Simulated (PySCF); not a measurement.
From one molecule to another.

First species: C₆H₈O₃.
InChI=1S/C6H8O3/c1-8-3-5-2-6(7)9-4-5/h4H,2-3H2,1H3

Second species: C₆H₈O₃.
Bonds: C1–C2, C2–C3 (double), C3–O4, O4–C5, C5–C6 (double), C6–C7, C7–O8, C6–O9, C2–O9. Hydrogens: H10, H11, H12 on C1; H13 on C3; H14 on C5; H15, H16 on C7; H17 on O8.

Levels: PBE0/def2-SVPD for dipole moment, HOMO energy, LUMO energy, HOMO–LUMO gap, static isotropic polarisability and electronic spatial extent ⟨r²⟩ about the centre of nuclear charge; TDDFT PBE0/def2-SVPD for lowest singlet excitation; TDA PBE0/def2-SVPD for lowest triplet excitation (Tamm–Dancoff); GFN2-xTB for rotational constant A and rotational constant C. Geometries: GFN2-xTB. All species are isolated and taken at one optimised geometry, non-relativistic unless stated. Electronic properties by PySCF.

Dipoles, sizes and rotational constants follow the conformer. The torsions of the flexible species, by atom-mapped SMILES:
- `[CH3:1][O:2][CH2:3][C:4]1=[CH:5][O:6][C:7](=[O:8])[CH2:9]1`: C1–O2–C3–C4 180°, O2–C3–C4–C5 -122°
- `[CH3:1][C:2]1=[CH:3][O:4][CH:5]=[C:6]([CH2:7][OH:8])[O:9]1`: C5–C6–C7–O8 -14°, H–O8–C7–C6 -60°

Task: Which of the two has the higher S1 energy, and by how much?

Result: The first: 5.50 eV against 4.23 eV, a difference of 1.27 eV.

Task: Which of the two has the higher HOMO energy, and by how much?

Result: The second: -5.57 eV against -7.26 eV, a difference of 1.69 eV.

Task: Which of the two has the higher LUMO energy, and by how much?

Result: The second: -0.01 eV against -0.67 eV, a difference of 0.66 eV.

Task: Which has the higher HOMO–LUMO gap?

Result: The first: 6.59 eV against 5.56 eV, a difference of 1.03 eV.

Task: Which of the two has the higher ⟨r²⟩, and by how much?

Result: The first: 1526 bohr² against 1309 bohr², a difference of 217 bohr².

Task: Which of the two has the higher T1 energy, and by how much?

Result: The first: 3.95 eV against 3.19 eV, a difference of 0.76 eV.

Task: Which of the two has the higher dipole moment, and by how much?

Result: The first: 5.21 D against 1.72 D, a difference of 3.49 D.

Task: Which of the two has the higher rotational constant C, and by how much?

Result: The second: 0.863 GHz against 0.729 GHz, a difference of 0.134 GHz.

On the first: The vertical singlet–triplet gap S1 − T1 is 1.55 eV (TDDFT singlet less Tamm–Dancoff triplet; S1: HOMO−2→LUMO, weight 0.79; T1: HOMO→LUMO, weight 0.80). In atomic units the dipole is 2.05 e·bohr (1 au = 2.5417 D).

On the second: The dipole equals about 5.7 × 10⁻³⁰ C·m (1 D = 3.33564 × 10⁻³⁰ C·m). The 6 singlets span 4.23 to 6.21 eV, and their oscillator strengths add up to 0.05.
